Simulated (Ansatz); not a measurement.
Gas-phase reaction in SMILES: CC[Si](Br)(Br)CC [dibromo(diethyl)silane] + 6 [H][H] (H2) -> 2 Br (HBr) + 4 C (CH4) + [SiH4] (SiH4)
Geometries: B3LYP-D3(BJ)/def2-TZVP minima from Ansatz (a quantum-chemistry and plane-wave program), one conformer each, not searched for the lowest.
Geometry of the first species:
```xyz
17

C     -1.9805    -2.2027     0.8762
C     -1.3052    -1.5578    -0.3401
Si     0.0072    -0.3080     0.1043
Br    -0.9629     1.4133     1.1675
Br     0.9193     0.4528    -1.7993
C      1.3644    -0.9749     1.1976
C      2.0832    -2.1968     0.6133
H     -1.2599    -2.7346     1.5007
H     -2.7384    -2.9232     0.5645
H     -2.4697    -1.4537     1.5004
H     -0.8250    -2.3169    -0.9653
H     -2.0417    -1.0602    -0.9753
H      2.0702    -0.1635     1.3896
H      0.9075    -1.2177     2.1620
H      2.5495    -1.9611    -0.3442
H      1.3945    -3.0282     0.4504
H      2.8661    -2.5475     1.2877
```
Charge 0, spin multiplicity 1.

Property: energy of full hydrogenation (electronic energy difference), in kcal/mol. Correlated levels leave the core frozen unless marked. No spin-orbit coupling. The frozen core is the preceding noble-gas configuration, with the filled d and f shells of earlier blocks. Non-relativistic. Basis-set limits of correlation are two-point, X^-3; Hartree-Fock from the larger set. [CCSD(T)-MP2]/basis is that difference in the basis named.

RI-MP2/CBS(def2-TZVPPD,def2-QZVPPD)+[CCSD(T)-MP2]/def2-TZVPPD (Ansatz) gives -8.1 kcal/mol.

**Question.** Another calculation gave -24.3 kcal/mol. Which level was it?
A. BHLYP/def2-TZVPD (Ansatz)
B. B2PLYP/def2-TZVPD (Ansatz)
C. B2GP-PLYP/def2-TZVPD (Ansatz)
D. CAM-B3LYP/def2-TZVPD (Ansatz)

**Answer.** D, CAM-B3LYP/def2-TZVPD (Ansatz). The others give -27.0 (BHLYP), -12.5 (B2GP-PLYP), -15.2 (B2PLYP) kcal/mol.
